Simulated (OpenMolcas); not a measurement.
# Ne2+: effect of correlating more closed shells

| Property | Result |
| --- | --- |
| Program | OpenMolcas |
| Basis | ANO-RCC-VTZP [4s3p2d1f] |
| Scalar Hamiltonian | DKH2, point nucleus |
| Active space | 4 electrons in 3 orbitals (2p) |
| State averaging | 2S+1 = 3 even, 3 roots; 2S+1 = 1 even, 6 roots |
| Spin-orbit coupling | RASSI with atomic mean-field integrals over the reference wave functions, term energies averaged over their components |

Methods on the same reference wave functions:
A. CASSCF
B. SS-CASPT2, IPEA 0.25 Eh, imaginary shift 0.1 Eh (closed shells correlated: 2s)
C. SS-CASPT2, IPEA 0.25 Eh, imaginary shift 0.1 Eh (closed shells correlated: 1s 2s)

Energies in cm-1 above 2s2 2p4 3P2, the measured ground level; measured values from Moore, Atomic Energy Levels, vol. I, NSRDS-NBS 35 (1971 reprint of NBS Circular 467, 1949).

| Level | A | B | C | Measured |
| --- | --- | --- | --- | --- |
| 2s2 2p4 3P2 | 0.0 | 0.0 | 0.0 | 0.0 |
| 2s2 2p4 3P1 | 600 | 601 | 601 | 650 |
| 2s2 2p4 3P0 | 887 | 886 | 886 | 927 |
| 2s2 2p4 1D2 | 27868 | 26190 | 26220 | 25841 |
| 2s2 2p4 1S0 | 68990 | 58760 | 58770 | 55747 |

Deviations, from unrounded energies. A percentage is the sum of absolute deviations over the sum of measured energies, with the sign that they share, or ± where signs differ.

```
                        Against measurement  Levels      A     B     C
             mean absolute deviation (cm-1)       4   3800   860   870
      fine structure of the ground term (%)       2   -5.7  -5.7  -5.7
other terms of the ground configuration (%)       2  +18.7  +4.1  +4.2
```

B, C lie about equally close to measurement and A furthest from it. The largest miss of B in the table is 2s2 2p4 1S0, by +3000 cm-1. The ranking rests on the paired levels alone, and a cruder setting can come out closer through cancelling errors.

Between B and C the level of the table that moves most is 2s2 2p4 1D2, by 32 cm-1 (lowest in B, highest in C). Moves below CASPT2's spread within the term are not significant.

The two smallest mean deviations differ by little beside CASPT2's spread within terms, so their order carries little weight.

From A to B the spin-free energies of the other terms of 2s2 2p4 shown, above 3P, scale by factors of 0.85 to 0.94.

The lowest spin-free term lies below A's lowest term by 0.159 hartree in B, 0.169 hartree in C.

What an inner shell adds also hangs on whether the basis holds functions to correlate it.

Term energies are means over components that CASPT2 splits; among the terms shown or strongly mixed into the levels shown the widest spread is 48 cm-1 (2s2 2p4 1D, C). With the s shell closed, the reference lacks s² → p² mixing. Measured partners are found by configuration, term and J. A level has none where our copy of the source lacks it or the pairing is in doubt (some pairs that miss far off the trend of their configuration count as doubtful), and it then counts in no deviation. Levels of configurations outside the active space are missing.
